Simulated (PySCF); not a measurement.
A structure optimised at PBE-D3(BJ)/def2-SVP, used in a PySCF frequency run:

```xyz
4

Mo     0.3568    -0.2646     0.0000
O      0.9949     0.5370    -1.3136
O      0.9949     0.5370     1.3136
Cl    -1.8180     0.1483     0.0000
```
Charge +1, spin multiplicity 1.

**Question.** Write its SMILES, formula and point group.

**Answer.** [O]=[Mo+](=[O])[Cl], ClMoO₂, Cs

**Question.** What are its rotational constants (standard atomic weights)?

**Answer.** 7.0314, 2.8439, 2.3368 GHz
